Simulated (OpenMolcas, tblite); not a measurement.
**A ladder of methods for C2H6AlF (SMILES [CH3][Al]([CH3])[F])**

C2H6AlF has 10 atoms, charge 0, and is taken as a singlet. As SMILES, `[CH3][Al]([CH3])[F]`. The coordinates come from a PBE0-D4/def2-TZVP relaxation.

```xyz
10

C    -0.5667    1.4126   -0.8585
Al   -0.2886   -0.4453   -0.3643
C     0.7947   -1.0931    1.1122
F    -1.0473   -1.6006   -1.2813
H    -1.1844    1.5171   -1.7529
H    -1.0540    1.9634   -0.0468
H     0.3871    1.9173   -1.0438
H     0.1894   -1.6767    1.8132
H     1.2698   -0.2838    1.6720
H     1.5832   -1.7623    0.7534
```

Each level gives the vertical energy of the triplet above the singlet (eV). The values are calculated.

```csv
level,kind,program,value (eV),less CCSD(T)/def2-SVP
GFN1-xTB,semi-empirical,tblite,4.80,-1.52
HF/def2-SVP,Hartree–Fock,OpenMolcas,6.42,+0.10
SVWN5/def2-SVP,LDA,OpenMolcas,5.55,-0.77
PBE/def2-SVP,GGA,OpenMolcas,5.44,-0.88
M06-L/def2-SVP,meta-GGA,OpenMolcas,5.91,-0.41
r2SCAN/def2-SVP,meta-GGA,OpenMolcas,5.61,-0.71
M06-2X/def2-SVP,hybrid meta-GGA,OpenMolcas,6.07,-0.25
"CCSD(T)/def2-SVP, open shells restricted",coupled cluster or CI,OpenMolcas,6.32,0.00
```

Differences are taken from CCSD(T)/def2-SVP, open shells restricted for orientation; it has basis-set and higher-order errors of its own. The values span 4.80 to 6.42 eV. A triplet this far above the singlet is often a Rydberg-like or dissociative state; sets without diffuse functions put Rydberg states too high.
